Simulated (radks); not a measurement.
Results of a calculation; reference values are marked as such.
Problem. These are the eigenvalues of the occupied orbitals of an atom or ion with whole-number occupations (eV). Level of theory: Dirac Kohn-Sham, OLYP, spin-unpolarised, spherical densities, finite nucleus; Fermi nuclear charge, rms radius of each element as measured or else 0.836 A^(1/3) + 0.57 fm (a radial shooting solver on a logarithmic mesh with Libxc functionals).

| orbital | eigenvalue |
|---|---|
| 1s1/2 | -12600.46 |
| 2s1/2 | -1710.459 |
| 2p1/2 | -1545.338 |
| 2p3/2 | -1503.579 |
| 3s1/2 | -306.6501 |
| 3p1/2 | -249.7971 |
| 3p3/2 | -243.5612 |
| 3d3/2 | -145.6617 |
| 3d5/2 | -144.6347 |
| 4s1/2 | -77.6016 |
| 4f5/2 | -21.2601 |

Which element is it, and in what charge state? The configuration may be excited. Open shells, if any, fill j = l - 1/2 first.

Solution. Z = 34, selenium, charge +4: Se4+ in [Ar] 3d8 4s2 4f2. The list shows which subshells hold electrons but not how many an open one holds; the 1s level, -463.06 hartree, gives Z - s = 30.4 by -(Z - s)^2/2, which with screening and relativity narrows Z to a few neighbours, and the depths of the outer levels then fix element, charge and occupations together.
